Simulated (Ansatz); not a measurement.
Isolated molecules relaxed with PBE0-D4/def2-TZVP in Ansatz; ΔE leaves out vibrations. CBS: MP2 limit from def2 TZ/QZ plus the TZ coupled-cluster correction, frozen cores. This one scheme is used for every species. Functionals use def2-TZVPP. For Ge outer-core shells are correlated without core-valence functions, which leaves a few kJ/mol of doubt a bond. Scalar relativity is left out up to krypton.

Reaction (hydrogenolysis of a Ge–C bond): `[BH2][GeH]([CH3])[SiH3]` + H₂ → `[BH2][GeH2][SiH3]` + CH₄

| level | ΔE (kJ/mol) |
| --- | --- |
| revPBE-D4 | -37.2 |
| CCSD/def2-SVP | -58.6 |
| SCS-MP2/def2-TZVPP | -41.0 |
| SCS-MP2/def2-QZVPP | -41.1 |

Task: What does CCSD(T)/CBS give? (Estimate.)

Result: Computed: -41.1 kJ/mol. The listed levels differ from it by 3.9, -17.5, 0.1, 0.0 kJ/mol.

Largest T1 diagnostic among the species: 0.013.

At CCSD(T), def2-SVP lies −14.1 kJ/mol from the extrapolated value and def2-TZVPP −0.4 kJ/mol. Leaving LDA and LC-ωPBE aside and taking each functional with its dispersion term where it has one, the values, not all of them listed here, spread over 17.3 kJ/mol, from B97M-V to revPBE-D4.

CCSD(T)/CBS has its own doubt, a few kJ/mol and more with outer-core shells, so smaller differences from it don't rank the levels.
